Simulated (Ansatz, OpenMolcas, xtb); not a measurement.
# How methods differ on C2H8GaN (SMILES [CH3][Ga]([CH3])[NH2])

C2H8GaN: 12 atoms, total charge 0, spin state singlet. SMILES: `[CH3][Ga]([CH3])[NH2]`. Geometry: relaxed at PBE0-D4/def2-TZVP.

Each level gives the vertical energy of the triplet above the singlet (eV). The values are calculated.

```json
{"level": "GFN0-xTB", "kind": "semi-empirical", "program": "xtb", "value (eV)": "4.54", "CPU time (all runs)": "under 2 s"}
{"level": "GFN1-xTB", "kind": "semi-empirical", "program": "xtb", "value (eV)": "6.37", "CPU time (all runs)": "under 2 s"}
{"level": "HF/cc-pVDZ", "kind": "Hartree–Fock", "program": "Ansatz", "value (eV)": "4.62", "CPU time (all runs)": "80 s"}
{"level": "SVWN5/cc-pVDZ", "kind": "LDA", "program": "Ansatz", "value (eV)": "5.19", "CPU time (all runs)": "31 s"}
{"level": "BLYP/cc-pVDZ", "kind": "GGA", "program": "Ansatz", "value (eV)": "5.09", "CPU time (all runs)": "61 s"}
{"level": "r2SCAN/cc-pVDZ", "kind": "meta-GGA", "program": "OpenMolcas", "value (eV)": "5.19", "CPU time (all runs)": "4.1 min"}
{"level": "B3LYP/cc-pVDZ", "kind": "global hybrid", "program": "Ansatz", "value (eV)": "5.35", "CPU time (all runs)": "78 s"}
{"level": "MP2/cc-pVDZ", "kind": "perturbation theory", "program": "Ansatz", "value (eV)": "5.61", "CPU time (all runs)": "77 s"}
{"level": "CCSD/cc-pVDZ", "kind": "coupled cluster or CI", "program": "Ansatz", "value (eV)": "5.36", "CPU time (all runs)": "6.2 min"}
```

All-electron rows without a relativistic Hamiltonian named are non-relativistic. The values span 4.54 to 6.37 eV. GFN0-xTB, GFN1-xTB: no spin polarisation, so open shells miss the exchange term that lowers them. A triplet this far above the singlet is often a Rydberg-like or dissociative state; sets without diffuse functions put Rydberg states too high. In the correlated wave-function rows the outer d shell of Ga is correlated, in sets not made for it. Times are those of the runs behind each value, whatever else they computed, on shared processors of several kinds: orders of magnitude only.
